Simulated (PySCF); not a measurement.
C2H5NO2Si. Atoms are numbered in the order given.

```xyz
11

O      1.8776     0.3696     1.1043
Si     0.5376     0.7250     0.1695
C     -1.1596     0.1653     0.8195
N     -1.6900    -0.7190     0.0415
C     -0.8784    -1.0051    -1.1249
O      0.3381    -0.2768    -1.1840
H      1.9277    -0.5437     1.4377
H      0.7563     2.1529    -0.1999
H     -1.7137     0.4510     1.7354
H     -0.6722    -2.1011    -1.1389
H     -1.4926    -0.7798    -2.0276
```

Coordinates come from a PBE-D3(BJ)/def2-SVP optimisation. The structure was generated by enumeration; whether it is a known compound was not checked. Other conformers were not sampled.

These are PBE-D3(BJ)/def2-SVP (PySCF) values and carry that method's errors.

Frequencies are harmonic and unscaled.

Computed harmonic wavenumbers and intensities:
```csv
mode,ν (cm⁻¹),IR (km/mol),moving atoms (share of kinetic energy)
1,127,1.8,"O 51 %, H 19 %, N 12 %, C 12 %"
2,189,7.9,"H 41 %, O 27 %, C 20 %, Si 10 %"
3,292,48.0,"O 36 %, H 34 %, Si 13 %, N 12 %"
4,340,104.1,"H 54 %, O 35 %"
5,423,0.7,"C 33 %, H 25 %, N 25 %, O 11 %"
6,495,29.7,"Si 41 %, O 20 %, C 16 %, N 12 %, H 11 %"
7,645,1.1,"C 43 %, H 33 %, Si 10 %, O 9 %"
8,665,8.7,"H 49 %, N 20 %, O 15 %, Si 9 %"
9,739,81.1,"O 55 %, H 15 %, C 15 %, Si 13 %"
10,778,40.4,"H 74 %, O 16 %"
11,822,28.0,"H 34 %, N 26 %, C 19 %, Si 12 %, O 9 %"
12,837,22.7,"H 66 %, C 21 %"
13,889,160.6,"H 86 %, O 9 %"
14,910,150.3,"Si 46 %, O 36 %, H 15 %"
15,945,47.5,"C 63 %, N 19 %, H 15 %"
16,1029,19.8,"H 55 %, C 34 %"
17,1039,180.0,"C 51 %, O 38 %, H 9 %"
18,1194,1.6,H 95 %
19,1257,4.8,"H 75 %, C 14 %, N 10 %"
20,1297,3.4,"H 78 %, C 16 %"
21,1399,8.1,H 92 %
22,1596,2.0,"C 49 %, N 47 %"
23,2232,119.0,H 97 %
24,2944,38.7,H 95 %
25,2983,14.1,"H 90 %, C 10 %"
26,3053,16.7,"H 92 %, C 8 %"
27,3757,70.5,H 94 %
```
